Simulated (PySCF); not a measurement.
## C₆ coefficients of unlike pairs at UHF

Calculated with PySCF 2.14 from the dipole response of each species, C₆(A,B) = (3/π) ∫ α_A(iu) α_B(iu) du, in atomic units, from isotropic polarisabilities. For ions this is the dispersion term alone; charge-induced terms of lower order in 1/R come first.

```json
{"species": "Si³⁺", "configuration": "[Ne] 3s1 (2S)", "basis": "aug-cc-pV(Q+d)Z (7s6p5d3f2g)", "relativity": "none", "α (bohr³)": "7.933", "C₆ (like pair)": "15.71"}
{"species": "Ta²⁺", "configuration": "[Xe] 4f14 5d3 (4F)", "basis": "x2c-TZVPPall with one added diffuse shell each of s, p, d, f type (12s8p8d4f1g)", "relativity": "spin-free X2C", "α (bohr³)": "13.56", "C₆ (like pair)": "77.03"}
{"species": "Zn²⁺", "configuration": "[Ar] 3d10 (1S)", "basis": "aug-cc-pVTZ-PP with one added diffuse shell each of s, p, d, f, g type with ECP10MDF (7s7p6d4f3g)", "relativity": "core potential", "α (bohr³)": "2.250", "C₆ (like pair)": "5.770"}
{"species": "Hg³⁺", "configuration": "[Xe] 4f14 5d9 (2D)", "basis": "def2-QZVPPD with the def2 core potential (60 electrons) (7s5p4d4f2g)", "relativity": "core potential", "α (bohr³)": "5.256", "C₆ (like pair)": "29.89"}
```

(1) Estimate C₆ for Ta²⁺ with Si³⁺.

No spin-orbit coupling is included.

The other pairs:

```tsv
pair	C₆
Hg³⁺, Zn²⁺	13.06
Zn²⁺, Si³⁺	7.468
Zn²⁺, Ta²⁺	19.59
Hg³⁺, Si³⁺	17.40
Hg³⁺, Ta²⁺	45.42
```

Answers

(1) The integral gives 33.04. The combination rule 2 C_A C_B / (C_A α_B/α_A + C_B α_A/α_B) gives 33.66 and the geometric mean 34.79.
